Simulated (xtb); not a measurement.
Input for xtb:
```
$ xtb mol.xyz --gfn 2 --etemp 10000 --json

# file mol.xyz
2

Br    -0.00000000    -0.00000000    -1.14062493
Br     0.00000000     0.00000000     1.14062493
```

Task: What does this run give for the dipole moment, partial charges in atom order, total energy (a free energy at this electronic temperature), HOMO-LUMO gap?

Result: 
dipole moment: 0.00 D
partial charges in atom order: Br1 0.00, Br2 0.00
total energy (a free energy at this electronic temperature): -8.2131 Eh
HOMO-LUMO gap: 2.66 eV
